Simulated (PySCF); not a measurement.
TiOF2, SMILES [O]=[Ti]([F])[F], multiplicity 1.

Geometry optimised at PBE-D3(BJ)/def2-SVP. The multiplicity is an assumed one; other spin states were not compared.

The numbers are results of PBE-D3(BJ)/def2-SVP (PySCF 2.14.0), not measurements.

Frequencies are harmonic and unscaled.

| mode | ν (cm⁻¹) | IR (km/mol) | moving atoms (share of kinetic energy) |
|---|---|---|---|
| 1 | 111 | 78.7 | Ti 45 %, F 42 %, O 13 % |
| 2 | 209 | 13.2 | F 64 %, Ti 19 %, O 16 % |
| 3 | 273 | 3.8 | O 56 %, F 35 %, Ti 9 % |
| 4 | 692 | 58.4 | F 85 %, Ti 12 % |
| 5 | 789 | 196.5 | F 57 %, Ti 43 % |
| 6 | 1078 | 169.4 | O 73 %, Ti 27 % |
